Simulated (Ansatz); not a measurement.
```yaml
crystal:
  periodic: [false, false, false]
  atoms:
    - {symbol: C, position_ang: [-1.274286, 1.549696, -0.605082]}
    - {symbol: In, position_ang: [-0.273705, -0.261687, -1.012598]}
    - {symbol: C, position_ang: [1.712360, -0.548562, -0.448611]}
    - {symbol: O, position_ang: [-0.761739, -0.944234, 1.587602]}
    - {symbol: H, position_ang: [-0.841759, 2.103969, -1.395894]}
    - {symbol: H, position_ang: [-0.481621, 2.132711, 0.242828]}
    - {symbol: H, position_ang: [-2.232736, 1.499122, 0.025083]}
    - {symbol: H, position_ang: [-1.289677, -1.924437, -1.717103]}
    - {symbol: H, position_ang: [2.210103, -0.529690, -1.433310]}
    - {symbol: H, position_ang: [2.270522, 0.067107, 0.355860]}
    - {symbol: H, position_ang: [2.104849, -1.600862, 0.079123]}
    - {symbol: H, position_ang: [-0.079795, -1.168325, 1.986033]}
    - {symbol: H, position_ang: [-1.175293, 0.145628, 2.019267]}
basis:
  gaussian: {orbitals: def2-TZVP}
hamiltonian: {xc: {name: PBE0}, dispersion: d4}
scf: {lower_state_search: light}
```

```sh
$ ansatz run in.yaml --threads 4 --pin off --events-out ev --progress --plain --max-ram 10444MiB
```

Output, abridged:

```
Functional definition: PBE0
1388 factors; their error is unknown
mean field evaluation 1: about -9418.1215 eV, gradient 8.7e1 eV
mean field evaluation 2: about -9399.7817 eV, gradient 1.2e2 eV
mean field evaluation 4: about -9433.6038 eV, gradient 8.0e0 eV
mean field evaluation 8: about -9433.7389 eV, gradient 1.1e-1 eV
mean field evaluation 16: about -9433.7746 eV, gradient 2.5e-4 eV
mean field -9433.77456284 eV, -346.6848207423 hartree, gradient 6.0e-5 eV, S^2 0.000000; 0 other end points of the search recorded, 0 dependent functions left out
reference -9433.77460523 eV, -346.6848223000 hartree; 25, 25 occupied and 172, 172 virtual orbitals, 1388 factors
Total energy: -9433.96656509 eV, -346.6918766950 hartree
```

Hardware: 4 threads of an Arm Neoverse V2 on a shared host. Wall time 1.9 s, peak host memory 0.36 GiB.
